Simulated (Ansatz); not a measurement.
Species: BAsH3, charge 0, doublet. BAsH3 (SMILES B[AsH], doublet).
B3LYP-D3(BJ)/def2-TZVP minimum from Ansatz (a first-principles code):
```xyz
5

B     -1.6292    -0.1803    -0.0737
As     0.3699     0.0086    -0.0132
H      0.3740     1.0861     1.0741
H     -2.3335     0.7618     0.1045
H     -2.1025    -1.2296    -0.3755
```
Charge 0, spin multiplicity 2.

Total energies in hartree (Ansatz). Open shells are spin-unrestricted; no spin-orbit coupling. Cores are frozen in correlated methods (noble-gas shells, and filled d and f shells in the p block). No relativity. Where a partner has so few electrons that a lower coupled-cluster level is exact, that level stands in.

| species | HF/cc-pVTZ | CCSD(T)/cc-pVTZ | HF/cc-pVQZ | CCSD(T)/cc-pVQZ | CCSDT(Q)/cc-pVTZ |
|---|---|---|---|---|---|
| 1: BAsH3 (SMILES [AsH]B, doublet) | -2260.64155 | -2260.90526 | -2260.64642 | -2260.92346 | -2260.90692 |
| 2: B (doublet) | -24.53207 | -24.59810 | -24.53297 | -24.60084 | -24.59852 |
| 3: As (quartet) | -2234.23714 | -2234.32576 | -2234.23956 | -2234.33229 | -2234.32641 |
| 4: H (doublet) | -0.49981 | -0.49981 | -0.49995 | -0.49995 | -0.49981 |

Problem. Work out the atomisation energy (electronic, to ground-state atoms) in kcal/mol: take Hartree-Fock from cc-pVQZ, extrapolate the CCSD(T) correlation energy as X^-3 (X = 3, 4), and add CCSDT(Q) - CCSD(T) in cc-pVTZ. 1 hartree = 627.51 kcal/mol.

Solution. 
Species 1: correlation (64·(-0.27704) - 27·(-0.26371))/37 = -0.28677; step -0.00166; E1 = -2260.64642 + (-0.28677) + (-0.00166) = -2260.93485
Species 2: correlation (64·(-0.06787) - 27·(-0.06603))/37 = -0.06921; step -0.00042; E2 = -24.53297 + (-0.06921) + (-0.00042) = -24.60260
Species 3: correlation (64·(-0.09273) - 27·(-0.08862))/37 = -0.09573; step -0.00065; E3 = -2234.23956 + (-0.09573) + (-0.00065) = -2234.33594
Species 4: correlation (64·(0.00000) - 27·(0.00000))/37 = 0.00000; step +0.00000; E4 = -0.49995 + (0.00000) + (+0.00000) = -0.49995
-1·E1 +1·E2 +1·E3 +3·E4 = 0.49646 hartree = 311.5 kcal/mol.
